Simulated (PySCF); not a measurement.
How methods differ on the excitation energy of Sb

Sb [Kr] 4d10 5s2 5p3 (4S) → Sb [Kr] 4d10 5s2 5p2 6s1 (4P), as a difference of total energies. Computed with PySCF 2.14 in x2c-QZVPPall with one added diffuse shell each of s, p, d, f type (14s10p8d5f1g, 128 functions), with scalar relativity by spin-free X2C-1e. Correlated levels: valence: [Kr] 4d10 frozen; valence and next inner shell: [Ar] 3d10 frozen. The calculations carry no spin-orbit coupling.

| method | excitation energy (eV) | error (eV) |
| --- | --- | --- |
| UHF | 5.588 | -0.201 |
| LDA | 5.626 | -0.163 |
| PBE | 5.546 | -0.243 |
| PBE0 | 5.695 | -0.094 |
| r2SCAN | 5.932 | +0.143 |
| MP2 (valence) | 5.800 | +0.011 |
| SCS-MP2 (valence) | 5.752 | -0.037 |
| MP2 (valence and next inner shell) | 5.868 | +0.079 |
| SCS-MP2 (valence and next inner shell) | 5.785 | -0.004 |

Reference: 5.789 eV (measured; NIST levels, between the centres of gravity of the two terms).

Errors of the correlated levels include the incompleteness of this basis and the frozen core.
